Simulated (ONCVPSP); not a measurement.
## Transferability test, ONCV potential for Ti (Z = 22)

Ti, optimised norm-conserving Vanderbilt (ONCV), made with ONCVPSP 4.0.1 (PBE, scalar-relativistic). Core [Ne], reference 3s2 3p6 3d2 4s2. Waves: 3s+4s: rc 1.40 bohr, ncon 4, nbas 7, qcut 6.6 1/bohr, 2 projectors; 3p: rc 1.50 bohr, ncon 4, nbas 9, qcut 7.7 1/bohr, 2 projectors, debl 3.3 Ha; 3d: rc 1.90 bohr, ncon 3, nbas 8, qcut 8.4 1/bohr, 1 projector. Local part: polynomial inside 1.15 bohr (lpopt 3, dvloc0 1 Ha). Core correction: Teter function, fcfact 1.5, rcfact 1.65.

Energies are relative to the spin-unpolarised reference configuration 3s2 3p6 3d2 4s2; without spin polarisation the order of configurations can differ from experiment.

```csv
valence configuration,charge,ΔE all-electron (eV),error AE − PS (meV)
3s2 3p6 3d2 4s0,+2,20.919,-0.9
3s2 3p6 3d1 4s0,+3,47.867,+58
3s2 3p5 3d2 4s2,+1,45.556,-107
```

What are ΔE and the potential's error for 3s2 3p6 3d2 4s1?

ΔE = 7.347 eV all-electron; the error (AE − PS) is -0.1 meV.

Levels in the configuration 3s2 3p6 3d2 4s1:

| level | all-electron (eV) | pseudo (eV) |
| --- | --- | --- |
| 3s | -69.918 | -69.942 |
| 3p | -46.152 | -46.167 |
| 3d | -11.368 | -11.380 |
| 4s | -10.351 | -10.350 |
